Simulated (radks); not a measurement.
Charge is removed step by step from the 4s1/2 level of Xe+, starting from [Kr] 4d10 5s2 5p5. All-electron calculation, Dirac Kohn-Sham, PBE, spin-unpolarised, spherical densities, point nucleus; open shells fill j = l - 1/2 first. Program: a radial shooting solver on a logarithmic mesh with Libxc functionals.

| removed (e) | E - E(0) (eV) | eigenvalue (eV) | E minus straight line (eV) |
|---|---|---|---|
| 0 | 0.000 | -207.20 | 0.000 |
| 0.1 | 20.823 | -209.26 | -0.950 |
| 0.2 | 41.853 | -211.34 | -1.693 |
| 0.3 | 63.092 | -213.43 | -2.227 |
| 0.4 | 84.540 | -215.54 | -2.552 |
| 0.5 | 106.20 | -217.67 | -2.664 |
| 0.6 | 128.07 | -219.81 | -2.564 |
| 0.7 | 150.16 | -221.96 | -2.249 |
| 0.8 | 172.47 | -224.13 | -1.717 |
| 0.9 | 194.99 | -226.31 | -0.968 |
| 1 | 217.73 | -228.51 | 0.000 |

Removing the whole electron costs 217.73 eV by Delta-SCF, against 207.20 eV from minus the eigenvalue at the starting occupation. Slater's transition state (half an electron removed) gives 217.67 eV. Integrating minus the eigenvalue over the occupation (Janak's theorem) gives 217.73 eV. The mean slope of the eigenvalue, de/dn, is 21.3 eV per electron.
